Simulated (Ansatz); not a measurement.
A nudged elastic band was laid between two geometries of BFH3N + H2O (9 atoms, charge 0, multiplicity 1).

Method: Ansatz, RKS B3LYP-D4/def2-SVP.

| Property | Result |
| --- | --- |
| movable images | 5 |
| climbing image | yes |
| spring | 5.0 eV/Å² |
| optimiser | quadratic models (default) |
| start path | through a guess of the saddle point |
| force threshold | 0.05 eV/Å |
| iteration limit | 60 |
| end points | relaxed |

Image 0:

```xyz
9
Properties=species:S:1:pos:R:3
B 0.074 -0.234 0.344
N 0.110 -0.436 1.727
H -0.723 -0.607 2.280
H 0.979 -0.531 2.238
H 1.075 -0.152 -0.316
F -1.128 -0.185 -0.263
O -0.427 2.535 0.500
H -1.156 2.080 0.054
H -0.427 2.130 1.378
```

Image 6:

```xyz
9
Properties=species:S:1:pos:R:3
B -0.064 0.524 0.134
N 0.077 0.178 1.836
H -0.839 0.207 2.291
H 0.491 -0.743 1.995
H 1.100 0.417 -0.231
F -0.923 -0.488 -0.282
O -0.597 1.827 0.061
H -1.541 1.794 -0.135
H 0.673 0.884 2.273
```

What changes between the two ends?

Bonds broken: O7–H9. Bonds formed: B1–O7, N2–H9. BFH3N + H2O becomes BFH5NO.

What energy profile does the band end with?

The forces met the threshold. The highest image is number 2 of 0 to 6, 0.49 eV above the first end and 1.05 eV above the last; the last end lies 0.56 eV below the first. A vibrational analysis at the climbing image gives one clearly imaginary mode, 1213i cm⁻¹: a first-order saddle point. The orbitals stay closed-shell, which can raise the energy where a bond breaks towards radicals; this wasn't checked here.

```
image  path coordinate (Å)  energy (eV)  O7–H9 (Å)  B1–O7 (Å)  N2–H9 (Å)
    0                 0.00         0.00       0.97       2.82       2.64
    1                 0.72         0.11       0.98       2.29       2.02
    2                 1.43         0.49       1.18       1.61       1.37
    3                 2.04        -0.35       1.90       1.45       1.03
    4                 2.65        -0.53       2.44       1.41       1.02
    5                 3.26        -0.54       2.56       1.41       1.02
    6                 3.87        -0.56       2.72       1.41       1.02
```

What is the geometry of the highest image?


```xyz
9
Properties=species:S:1:pos:R:3
B -0.029 0.243 0.254
N -0.004 0.055 1.812
H -0.748 -0.538 2.181
H 0.886 -0.219 2.224
H 1.001 -0.002 -0.334
F -1.195 -0.245 -0.292
O -0.208 1.834 0.444
H -1.086 2.102 0.128
H -0.238 1.370 1.527
```

What are the harmonic wavenumbers there?

1213i, 313, 357, 403, 586, 674, 726, 802, 839, 885, 963, 1065, 1116, 1273, 1521, 1552, 1931, 2582, 3521, 3614, 3789 cm⁻¹.

The run took 3.4 min on 2 threads of AMD EPYC (Zen 3), on a shared host, peak memory 0.16 GiB.
